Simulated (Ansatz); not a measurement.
Ansatz (a quantum-chemistry and plane-wave program) input (B3LYP/LANL2DZ): The .json file is the Basis Set Exchange's LANL2DZ.

Ansatz 0.2 input:
```yaml
crystal:
  periodic: [false, false, false]
  atoms:
    - {symbol: La, position_ang: [0.00000000, 0.00000000, 0.00000000]}
    - {symbol: Br, position_ang: [-2.30217034, -1.77502664, -0.36426477]}
    - {symbol: Br, position_ang: [-0.02626170, 2.69001557, -1.16039788]}
    - {symbol: Br, position_ang: [2.32843204, -0.91498892, 1.52466264]}
basis:
  gaussian:
    orbitals: LANL2DZ.json
hamiltonian:
  xc: {name: B3LYP}
total_charge: -1
magnetization: {spin_polarized: true, initial_magnetization: 1}
phonons: {temperatures: {t_min: 298.15, t_max: 298.15, t_step: 100}}
```

Output:

```
Functional definition: B3LYP
integrals: 0.02 GiB planned
725 factors; integrals over basis functions are off by at most 5.3e-5 eV
mean field: 0.26 GiB planned
mean field evaluation 1: about -1933.6448 eV, gradient 3.8e0 eV
mean field evaluation 2: about -1933.5514 eV, gradient 5.9e0 eV
mean field evaluation 4: about -1933.9145 eV, gradient 6.3e-2 eV
mean field evaluation 8: about -1933.9152 eV, gradient 2.6e-3 eV
mean field evaluation 16: about -1933.9152 eV, gradient 4.2e-5 eV
mean field -1933.91517538 eV, -71.0700718405 hartree, gradient 4.2e-5 eV, S^2 0.750797; 1 other end points of the search recorded, 0 dependent functions left out
the calculation of the forces begins
reference -1933.91547774 eV, -71.0700829519 hartree; 17, 16 occupied and 29, 30 virtual orbitals, 725 factors
these checks for a lower state are left out or cut short: stability, starts, cluster_reference, orbital_swaps, neighbouring_geometries, increment
integrals: 0.02 GiB planned
725 factors; integrals over basis functions are off by at most 5.3e-5 eV
mean field: 0.26 GiB planned
mean field -1933.91515499 eV, -71.0700710910 hartree, gradient 1.9e-6 eV, S^2 0.750797; 0 other end points of the search recorded, 0 dependent functions left out
the calculation of the forces begins
reference -1933.91545735 eV, -71.0700822025 hartree; 17, 16 occupied and 29, 30 virtual orbitals, 725 factors
these checks for a lower state are left out or cut short: stability, starts, cluster_reference, orbital_swaps, neighbouring_geometries, increment
integrals: 0.02 GiB planned
725 factors; integrals over basis functions are off by at most 5.3e-5 eV
mean field: 0.26 GiB planned
mean field -1933.91515502 eV, -71.0700710922 hartree, gradient 1.9e-6 eV, S^2 0.750797; 0 other end points of the search recorded, 0 dependent functions left out
the calculation of the forces begins
reference -1933.91545738 eV, -71.0700822036 hartree; 17, 16 occupied and 29, 30 virtual orbitals, 725 factors
these checks for a lower state are left out or cut short: stability, starts, cluster_reference, orbital_swaps, neighbouring_geometries, increment
integrals: 0.02 GiB planned
725 factors; integrals over basis functions are off by at most 5.3e-5 eV
mean field: 0.26 GiB planned
mean field evaluation 32: about -1933.9152 eV, gradient 2.0e-5 eV
mean field -1933.91517175 eV, -71.0700717071 hartree, gradient 2.8e-6 eV, S^2 0.750797; 0 other end points of the search recorded, 0 dependent functions left out
the calculation of the forces begins
reference -1933.91547407 eV, -71.0700828172 hartree; 17, 16 occupied and 29, 30 virtual orbitals, 725 factors
these checks for a lower state are left out or cut short: stability, starts, cluster_reference, orbital_swaps, neighbouring_geometries, increment
integrals: 0.02 GiB planned
725 factors; integrals over basis functions are off by at most 5.3e-5 eV
mean field: 0.26 GiB planned
mean field -1933.91516596 eV, -71.0700714943 hartree, gradient 1.1e-6 eV, S^2 0.750797; 0 other end points of the search recorded, 0 dependent functions left out
the calculation of the forces begins
reference -1933.91546835 eV, -71.0700826070 hartree; 17, 16 occupied and 29, 30 virtual orbitals, 725 factors
these checks for a lower state are left out or cut short: stability, starts, cluster_reference, orbital_swaps, neighbouring_geometries, increment
integrals: 0.02 GiB planned
725 factors; integrals over basis functions are off by at most 5.3e-5 eV
mean field: 0.26 GiB planned
mean field -1933.91517500 eV, -71.0700718263 hartree, gradient 8.2e-7 eV, S^2 0.750797; 0 other end points of the search recorded, 0 dependent functions left out
the calculation of the forces begins
reference -1933.91547734 eV, -71.0700829373 hartree; 17, 16 occupied and 29, 30 virtual orbitals, 725 factors
these checks for a lower state are left out or cut short: stability, starts, cluster_reference, orbital_swaps, neighbouring_geometries, increment
integrals: 0.02 GiB planned
725 factors; integrals over basis functions are off by at most 5.3e-5 eV
mean field: 0.26 GiB planned
mean field -1933.91517318 eV, -71.0700717597 hartree, gradient 7.7e-7 eV, S^2 0.750797; 0 other end points of the search recorded, 0 dependent functions left out
the calculation of the forces begins
reference -1933.91547555 eV, -71.0700828715 hartree; 17, 16 occupied and 29, 30 virtual orbitals, 725 factors
these checks for a lower state are left out or cut short: stability, starts, cluster_reference, orbital_swaps, neighbouring_geometries, increment
integrals: 0.02 GiB planned
725 factors; integrals over basis functions are off by at most 5.3e-5 eV
mean field: 0.26 GiB planned
mean field -1933.91516276 eV, -71.0700713768 hartree, gradient 1.3e-6 eV, S^2 0.750797; 0 other end points of the search recorded, 0 dependent functions left out
the calculation of the forces begins
reference -1933.91546516 eV, -71.0700824897 hartree; 17, 16 occupied and 29, 30 virtual orbitals, 725 factors
these checks for a lower state are left out or cut short: stability, starts, cluster_reference, orbital_swaps, neighbouring_geometries, increment
integrals: 0.02 GiB planned
725 factors; integrals over basis functions are off by at most 5.3e-5 eV
mean field: 0.26 GiB planned
mean field evaluation 64: about -1933.9152 eV, gradient 2.1e-5 eV
mean field -1933.91516972 eV, -71.0700716324 hartree, gradient 1.1e-6 eV, S^2 0.750797; 0 other end points of the search recorded, 0 dependent functions left out
the calculation of the forces begins
reference -1933.91547203 eV, -71.0700827423 hartree; 17, 16 occupied and 29, 30 virtual orbitals, 725 factors
Total energy: -1933.91547774 eV, -71.0700829519 hartree
Atom 0 at     0.000000     0.000000     0.000000 Å, force     0.000003     0.000002     0.000000 eV/Å
Atom 1 at    -2.302170    -1.775027    -0.364265 Å, force     0.001578     0.001216     0.000250 eV/Å
Atom 2 at    -0.026262     2.690016    -1.160398 Å, force     0.000015    -0.001842     0.000794 eV/Å
Atom 3 at     2.328432    -0.914989     1.524663 Å, force    -0.001596     0.000624    -0.001044 eV/Å
Dipole moment:     0.000002     0.000001     0.000000 e Å
Vibrations: 32.33 39.45 39.45 150.47 194.22 194.22 cm⁻¹, zero-point energy 0.040304 eV
```

The blocks after the first are displaced geometries, from whose forces the wavenumbers follow.

The dipole moment of an ion depends on the origin.
